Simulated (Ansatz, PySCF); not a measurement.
Si(I)(NMe2) (C2H6INSi), SMILES CN(C)[Si]I (connectivity only; charge and spin as stated), neutral, multiplicity 1. Atoms are numbered in the order given.

```xyz
11

Si     1.1795     0.8127     0.0000
I     -0.0636    -1.4211     0.0000
N     -0.1019     1.9822     0.0000
C      0.3275     3.3797     0.0000
C     -1.5501     1.8496     0.0000
H     -0.0497     3.9091    -0.8933
H     -0.0497     3.9091     0.8933
H      1.4270     3.4478     0.0000
H     -1.9835     2.3380     0.8916
H     -1.9835     2.3380    -0.8916
H     -1.8452     0.7939     0.0000
```

Coordinates come from a B3LYP-D3(BJ)/def2-SVP optimisation. The def2 effective core potentials stand for the cores of I; spin–orbit coupling is left out. Other conformers were not sampled.

Two levels are set side by side: PBE-D3(BJ)/def2-SVP (Ansatz, a first-principles code) and B3LYP-D3(BJ)/def2-SVP (Ansatz). Each level has its own optimised geometry; the coordinates shown are those of the second. Frequencies come from the Hessian of PySCF at each geometry. Differences are taken from unrounded values.

```
quantity                            B3LYP-D3(BJ)
----------------------------------  ------------
mean bond length (Å)                       1.383
bond Si1–I2 (Å)                            2.556
bond Si1–N3 (Å)                            1.735
bond N3–C4 (Å)                             1.462
bond N3–C5 (Å)                             1.454
bond C4–H6 (Å)                             1.105
bond C4–H7 (Å)                             1.105
bond C4–H8 (Å)                             1.102
bond C5–H9 (Å)                             1.105
bond C5–H10 (Å)                            1.105
bond C5–H11 (Å)                            1.096
highest harmonic wavenumber (cm⁻¹)          3158
mean harmonic wavenumber (cm⁻¹)             1358
zero-point energy (kcal/mol)               52.40
```

### Question
What does PBE-D3(BJ) give, and how far is it from B3LYP-D3(BJ)? (The exact figures need the calculation; the answer reports its results.)

### Answer

```tsv
quantity	PBE-D3(BJ)	PBE-D3(BJ) minus B3LYP-D3(BJ)
mean bond length (Å)	1.388	0.006
bond Si1–I2 (Å)	2.547	-0.009
bond Si1–N3 (Å)	1.753	0.018
bond N3–C4 (Å)	1.462	0.000
bond N3–C5 (Å)	1.454	-0.001
bond C4–H6 (Å)	1.113	0.008
bond C4–H7 (Å)	1.113	0.008
bond C4–H8 (Å)	1.110	0.009
bond C5–H9 (Å)	1.113	0.008
bond C5–H10 (Å)	1.113	0.008
bond C5–H11 (Å)	1.106	0.010
highest harmonic wavenumber (cm⁻¹)	3079	-79
mean harmonic wavenumber (cm⁻¹)	1320	-38
zero-point energy (kcal/mol)	50.95	-1.45
```

Exact exchange shortens and stiffens bonds; PBE has none. Differences between two approximate levels are no errors against the true value.
